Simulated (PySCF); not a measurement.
**NMR data sheet: C$_{2}$H$_{15}$NSi$_{4}$**

```yaml
Formula: C2H15NSi4
SMILES: CN(C)[Si@H]([SiH3])[SiH2][SiH3]
Point_group_of_the_computed_structure: C1
Degrees_of_unsaturation: 0
Carbon_signals: 1
Proton_signals: 6
```

Atom-mapped SMILES (the numbers label the heavy atoms): `[CH3:1][N:2]([CH3:3])[Si@H:4]([SiH3:5])[SiH2:6][SiH3:7]`; H(Xn) means a hydrogen on atom n. Ha(Si6) is pro-R; Hb(Si6) is pro-S.

Level of theory: structure optimised with PBE0-D3(BJ)/def2-SVP, HF/pcSseg-1 with gauge-including orbitals, in PySCF 2.14.0 with density-fitted response routines (averaged over atoms made equivalent by symmetry, fast rotation or ring inversion, non-relativistic Hamiltonian, one conformer, gas phase).

δ = σ(ref) − σ, references computed at the same level: ¹H (σref 31.69), ¹³C (σref 190.85), ²⁹Si (σref 393.43) against TMS; ¹⁵N (σref 265.72) vs NH3.

| carbon | δC, type | δH (multiplicity) | HMBC from (2–3 bonds) | span of the C tensor (ppm) |
| --- | --- | --- | --- | --- |
| C1/C3 | 37.5, CH3 | 2.21 (s) | H(Si4), H(C1)/H(C3) | 54 |

Other nuclei:
```csv
atoms,nucleus,environment,δ (ppm),σ (ppm)
H(Si4),¹H,"hydrogen on a silicon bonded to N, 2 Si",4.48,27.21
H(Si7),¹H,hydrogen on a silicon bonded to Si,3.40,28.28
H(Si5),¹H,hydrogen on a silicon bonded to Si,3.28,28.40
Ha(Si6),¹H,hydrogen on a silicon bonded to 2 Si,3.20,28.48
Hb(Si6),¹H,hydrogen on a silicon bonded to 2 Si,3.06,28.63
Si4,²⁹Si,"silicon bonded to N, 2 Si, H",-25.0,418.4
Si7,²⁹Si,"silicon bonded to Si, 3 H",-90.7,484.1
Si6,²⁹Si,"silicon bonded to 2 Si, 2 H",-97.1,490.5
Si5,²⁹Si,"silicon bonded to Si, 3 H",-98.8,492.3
N2,¹⁵N,"nitrogen bonded to 2 C, Si",-18.7,284.4
```

1. Carbon types of the structure: 2 × CH3, leaving 9 H on heteroatoms.
2. δC 37.5: methyl carbon bonded to N; deshielded by the electronegative neighbour.
3. δH 4.48: hydrogen on a silicon bonded to N, 2 Si.
4. δH 3.40, 3.28: hydrogen on a silicon bonded to Si.
5. δH 3.20, 3.06: hydrogen on a silicon bonded to 2 Si.
6. δH 2.21: hydrogen on a methyl carbon bonded to N; its carbon carries N, an electronegative neighbour.

Shifts are as computed. Against solution values, carbons near 30 ppm lie about -0 ppm off and those near 130 ppm about +7 ppm. Of 1211 compounds with measured shifts, 218 miss one by over three times the rms of a fit or turn the order of signals round; such compounds aren't used in these exercises. Experimental scales use liquid or dissolved standards, which lie at an offset from isolated NH3 (liquid NH3: subtract about 20 ppm). Multiplicities follow the n + 1 count of equivalent neighbours, as no J values were calculated; m marks all less simple cases, F and P coupling included.
